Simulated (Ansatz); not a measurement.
A run for Ansatz (a program for electronic structure): R-B97M-V/def2-TZVPP on Br4Mo (SMILES [Br][Mo]([Br])([Br])[Br]), 2S+1 = 1, a spin state set in the input, which need not be the lowest. Elements past Kr take the def2 small-core potentials; no spin–orbit coupling.

Ansatz 0.2 input:
```yaml
crystal:
  periodic: [false, false, false]
  atoms:
    - {symbol: Mo, position_ang: [-0.00857024, 0.00649425, -0.01178366]}
    - {symbol: Br, position_ang: [1.78502359, -0.65463661, -1.43902666]}
    - {symbol: Br, position_ang: [0.71533368, 0.45740756, 2.21627916]}
    - {symbol: Br, position_ang: [-1.01698832, 2.04994585, -0.71824802]}
    - {symbol: Br, position_ang: [-1.52856985, -1.82946448, -0.10453504]}
basis:
  gaussian:
    orbitals: def2-TZVPP
hamiltonian:
  xc: {name: B97M-V}
```

### Question
Predict the final total energy.

### Answer
-10363.1574 hartree.

### Question
How many basis functions does it have, and what does it roughly cost on one machine?

### Answer
248 functions; around 120 core-seconds (rough).
